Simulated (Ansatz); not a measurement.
The same bond dissociation along the group Si, Ge, Sn.

Computed with Ansatz on PBE0-D4/def2-TZVP structures; ΔE is electronic, products minus reactants. CCSD(T)/CBS adds triple-zeta CCSD(T) − MP2 to the extrapolated MP2 energy (def2 sets, frozen cores). This one scheme is used for every species. Functionals use def2-TZVPP. No spin–orbit coupling; open shells (•) take unrestricted orbitals. def2 core potentials past Kr. For Ge, Sn outer-core shells are correlated without core-valence functions, which leaves a few kJ/mol of doubt a bond. Scalar relativity is left out up to krypton. One conformer a species, not always the lowest.

```json
{"reaction": "`S[Si](S)(Cl)Cl` → `[SH]`• + `S[Si](Cl)Cl`•", "PBE0-D4 (kcal/mol)": "88.9", "B2PLYP (kcal/mol)": "85.6", "MP2/CBS(def2) (kcal/mol)": "97.5"}
{"reaction": "`[SH][Ge]([SH])([Cl])[Cl]` → `[SH]`• + `[SH][Ge]([Cl])[Cl]`•", "PBE0-D4 (kcal/mol)": "75.4", "B2PLYP (kcal/mol)": "71.9", "MP2/CBS(def2) (kcal/mol)": "84.7"}
{"reaction": "`[SH][Sn]([SH])([Cl])[Cl]` → `[SH]`• + `[SH][Sn]([Cl])[Cl]`•", "PBE0-D4 (kcal/mol)": "67.5", "B2PLYP (kcal/mol)": "63.9", "MP2/CBS(def2) (kcal/mol)": "77.5"}
```

Task: Give the CCSD(T)/CBS values in the same order. (Best estimate.)

Result: Ansatz gave: 92.1, 79.2, 72.1 kcal/mol.

Largest T1 diagnostic: 0.016, for `[SH][Sn]([Cl])[Cl]`•.
